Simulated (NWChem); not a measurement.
System: SbH2Br; SMILES [Br][SbH2]

```xyz
4

Sb     0.0364    -1.0050     0.0000
H     -1.1703    -1.1440     1.2156
H     -1.1703    -1.1440    -1.2156
Br     0.0139     1.5298     0.0000
```
Atoms are numbered in this order, from 1.

The geometry was optimised at PBE0/def2-SVP. def2 effective core potentials on Sb; no spin-orbit coupling.

Symmetry labels are those of Cs in the frame above (b1 and b2, or b-type labels, depend on it).

Problem. List the 6 lowest vertical singlet excitations and the 6 lowest triplet ones from B3LYP/def2-SVP with def2 effective core potentials on Sb, full TDDFT (NWChem).

Solution. 
```tsv
state	energy (eV)	oscillator strength	symmetry	leading excitation (squared amplitude)
S1	4.21	0.021	a'	HOMO → LUMO (0.97)
S2	4.56	0.002	a"	HOMO−1 → LUMO (1.00)
S3	5.63	0.063	a'	HOMO−2 → LUMO (0.89)
S4	5.88	0.036	a"	HOMO → LUMO+1 (0.94)
S5	6.25	0.004	a'	HOMO−1 → LUMO+1 (0.89)
S6	6.80	0.055	a'	HOMO → LUMO+2 (0.87)
T1	3.50	spin-forbidden	a'	HOMO → LUMO (0.98)
T2	4.12	spin-forbidden	a"	HOMO−1 → LUMO (0.99)
T3	4.70	spin-forbidden	a'	HOMO−2 → LUMO (0.97)
T4	4.89	spin-forbidden	a"	HOMO → LUMO+1 (0.87)
T5	5.69	spin-forbidden	a'	HOMO−1 → LUMO+1 (0.50)
T6	5.86	spin-forbidden	a'	HOMO−3 → LUMO (0.82)
```
